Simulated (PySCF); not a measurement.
# Diatomics of Nb with the halogens

PBE0 with triple-zeta basis sets in PySCF, for the lowest determinant that a PBE0 search found; no spin–orbit coupling. De refers to high-spin ground-configuration atoms. A positive dipole means M(−)Nb(+).

```
 M         basis  state (unpaired electrons)  Re (Å)  ωe (cm⁻¹)  De (eV)  μ (D)
 F    def2-TZVPP    quintet (σ ↑, π ↑, δ ↑↑)   1.872        661     5.77   2.75
Cl  x2c-TZVPPall    quintet (σ ↑, π ↑, δ ↑↑)   2.287        393     4.47   3.72
Br    def2-TZVPP        quintet (σ ↑↑, δ ↑↑)   2.488        255     3.22   0.89
```

The shortest bond is that of NbF (1.872 Å), the longest that of NbBr (2.488 Å). NbF is bound most strongly (5.77 eV) and NbBr least (3.22 eV).

The rows differ in basis set, which adds steps of its own.

The state changes along the series, so neighbouring rows are not always alike in their bonding.

The metal atom is held in its measured ground configuration; semilocal functionals can put another filling of s and d lower by some tenths of an eV, and De to that atom would be smaller. These are scalar-relativistic numbers at best; spin–orbit coupling would shift them, the dissociation energy most. The state is the lowest single determinant that the PBE0 search found; with open d or f shells the true ground state can be another one.
